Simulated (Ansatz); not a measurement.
System: ReO (charge 0, sextet). SMILES: [O]=[Re]
Coordinates optimised at B3LYP-D3(BJ)/def2-TZVP (Ansatz, a program for electronic structure):
```
O
Re 1 1.7451
```
Charge 0, spin multiplicity 6.

Property: atomisation energy, in kcal/mol. Conventions: spin-orbit terms left out; 6-31G* and kin with 6d, 5d where marked; def2 sets with scalar-relativistic core potentials past Kr; UHF or UKS for open shells; LANL2DZ with its own core potentials from Na on; atomisation electronic, to ground-state atoms; valence correlation only (noble-gas shells and the d and f shells of earlier blocks). Ab initio and DFT rows: single points at B3LYP-D3(BJ) geometries (Ansatz). A UHF reference is markedly spin-contaminated in at least one set, which strains HF and MP2. The spin state of an ion or metal species was assumed, not searched.

```csv
level,program,atomisation energy (kcal/mol)
HF/LANL2DZ,Ansatz,6.8
PBE/LANL2DZ,Ansatz,120.7
B3LYP/LANL2DZ,Ansatz,95.4
B3LYP/6-31G* with LANL2DZ past Ar,Ansatz,104.9
MP2/LANL2DZ,Ansatz,77.3
MP2/6-31G* with LANL2DZ past Ar,Ansatz,102.4
r2SCAN-D4/def2-TZVPD,Ansatz + dftd4,126.4
B3LYP-D3(BJ)/def2-TZVPD,Ansatz + dftd3,111.9
wB97M-V/def2-TZVPD,Ansatz,104.1
```

No value to compare with is used here. The 6 habitual levels span 6.8 (HF/LANL2DZ) to 120.7 kcal/mol (PBE/LANL2DZ); r2SCAN-D4/def2-TZVPD gives 126.4.

The levels are drawn from those run, B3LYP/6-31G* more often than the rest, none by its result; left out are runs that failed, that the program found above a lower state of the same kind, or whose <S^2> lies over 0.5 above the pure value.
